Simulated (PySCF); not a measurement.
Correlation energy of F³⁺ (fluorine, charge +3)

[He] 2s2 2p2, high-spin 3P determinant. Computed with PySCF 2.14 in aug-cc-pCVTZ-DK, with scalar relativity by spin-free X2C-1e. Frozen: nothing; 6 electrons correlated.

MP2 pair energies summed by pair of shells (mhartree):

| pair | energy | share (%) |
| --- | --- | --- |
| 2s-2p | -49.53 | 37.0 |
| 1s-1s | -35.25 | 26.3 |
| 2s-2s | -24.77 | 18.5 |
| 1s-2p | -9.12 | 6.8 |
| 2p-2p | -7.97 | 5.9 |
| 1s-2s | -7.32 | 5.5 |

Total MP2 correlation energy: -133.96 mhartree.

Same-spin part -19.76 and opposite-spin part -114.20 mhartree; SCS-MP2 scales them by 1/3 and 6/5 to -143.62 mhartree.
